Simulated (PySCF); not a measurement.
C₇H₆N₂Se.
Cartesian coordinates in Å at the PBE0-D3(BJ)/def2-SVP level; atoms count from 1:
```
atom  x, y, z in Å
N1    -1.130   -1.501    1.847
C2    -0.844   -0.722    1.039
C3    -0.477    0.245    0.033
C4     0.990    0.370   -0.209
C5     1.573    1.284   -1.155
N6     2.868    1.321   -1.300
Se7    3.620    0.119   -0.184
C8     1.951   -0.366    0.432
C9    -1.451    0.416   -1.124
C10   -1.371    1.471   -0.082
H11    0.979    1.966   -1.775
H12    1.783   -1.127    1.195
H13   -0.998    0.597   -2.102
H14   -2.324   -0.240   -1.137
H15   -0.863    2.411   -0.312
H16   -2.187    1.557    0.639
```

The calculation used TDDFT wB97X-D/def2-SVPD, vertical, gas phase, core orbitals frozen in the response in PySCF. Relativistic effects, spin–orbit coupling among them, are left out although an element past zinc is present.

Each state is given a Gaussian of 0.3 eV full width at half maximum, with ε(max) = 2.175×10⁸ f / Δν̃ (Δν̃ the width in cm⁻¹). The width is an assumption, not a result. The curve ends short of the highest state used, and states not computed would add to its high-energy end.

| λ (nm) | ε (L mol⁻¹ cm⁻¹) |
| --- | --- |
| 202.9 | 1642 |
| 205.2 | 2538 |
| 207.6 | 3021 |
| 209.9 | 2733 |
| 212.3 | 1888 |
| 214.6 | 1042 |
| 217.0 | 447 |
| 219.3 | 173 |
| 221.7 | 79 |
| 224.0 | 77 |
| 226.4 | 117 |
| 228.7 | 207 |
| 231.1 | 465 |
| 233.4 | 1093 |
| 235.8 | 2466 |
| 238.2 | 4780 |
| 240.5 | 7689 |
| 242.9 | 10713 |
| 245.2 | 12660 |
| 247.6 | 12981 |
| 249.9 | 11613 |
| 252.3 | 9047 |
| 254.6 | 6312 |
| 257.0 | 3848 |
| 259.3 | 2151 |
| 261.7 | 1054 |
| 264.0 | 483 |
| 266.4 | 195 |
| 268.7 | 75 |
| 271.1 | 25 |

(1) Where are the band maxima, and which computed states make them?

(2) Coming from long wavelengths, where does ε first pass 100 L mol⁻¹ cm⁻¹?

(3) On this curve, what absorbance would a 10⁻³ mol/L sample give at 266 nm over a 1 cm path?

Results:

(1) 247 nm (5.02 eV), ε about 13000, made up of S1 (100%); 208 nm (5.96 eV), ε about 3000, made up of S4 (99%) (ε in L mol⁻¹ cm⁻¹; maxima over ε = 5, shares over 10%). The states used: S1 5.02 eV (f 0.146); S2 5.15 eV (f 0.0000); S3 5.40 eV (f 0.0012); S4 5.96 eV (f 0.033); S5 6.20 eV (f 0.0016); S6 6.71 eV (f 0.039).

(2) At about 268 nm (4.63 eV), 0.40 eV below S1.

(3) 266 nm is 4.661 eV, where ε is about 230 L mol⁻¹ cm⁻¹, so A = ε c l ≈ 0.23 (Beer–Lambert, with the gas-phase spectrum and the assumed width).

One conformer stands for the species.
